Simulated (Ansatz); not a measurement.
`C#[C][Ge]([Cl])([Cl])[C]#C` + HCl → `C#[C][Ge]([Cl])([Cl])[Cl]` + `C#C` at 500 K and 1 bar (ligand exchange at a Ge–C bond).

Computed with Ansatz on PBE0-D4/def2-TZVP structures; ΔE is electronic, products minus reactants. CCSD(T)/CBS is the MP2 limit (def2-TZVPP, def2-QZVPP) plus CCSD(T) − MP2 in def2-TZVPP, frozen cores. This one scheme is used for every species. For Ge outer-core shells are correlated without core-valence functions, which leaves a few kJ/mol of doubt a bond. Scalar relativity is left out up to krypton.

```
                     species  CCSD(T)/CBS energy (Eh)  H − E (kJ/mol)  S (J/(mol·K))
`C#[C][Ge]([Cl])([Cl])[C]#C`              -3149.04502           164.7          478.4
                         HCl               -460.38127            32.5          201.9
 `C#[C][Ge]([Cl])([Cl])[Cl]`              -3532.21859           110.7          443.7
                       `C#C`                -77.22717            90.7          225.3
```

H − E and S are ideal-gas, rigid-rotor, harmonic terms from PBE0-D4/def2-TZVP. 1 Eh = 2625.50 kJ/mol, R = 8.31446 J/(mol·K).

Question: By hand: ΔE, ΔH, ΔS and ΔG.

Answer: ΔE = (-3532.21859) + (-77.22717) − (-3149.04502) − (-460.38127) = -0.01947 Eh = -51.1 kJ/mol. Δ(H − E) = 110.7 + 90.7 − 164.7 − 32.5 = 4.2, so ΔH = -46.9 kJ/mol. ΔS = 443.7 + 225.3 − 478.4 − 201.9 = -11.3 J/(mol·K). ΔG = -46.9 − 500 × (-11.3)/1000 = -41.2 kJ/mol.

Question: By hand: the equilibrium constant, and the temperature at which ΔG would vanish if ΔH and ΔS stayed fixed.

Answer: log₁₀ K = −ΔG/(RT ln 10) = 4.3. ΔG = 0 at ΔH/ΔS = 4150 K, far beyond where these terms or the molecules hold.

The number of gas molecules stays the same, so ΔS is small and ΔH decides. A doubt of 5 kJ/mol in ΔE shifts log₁₀ K by 0.5 here. These are equilibria of isolated gas molecules and say nothing of rates. Largest T1 diagnostic: 0.013 (customary marks: 0.02 for closed shells, 0.045 for open ones).
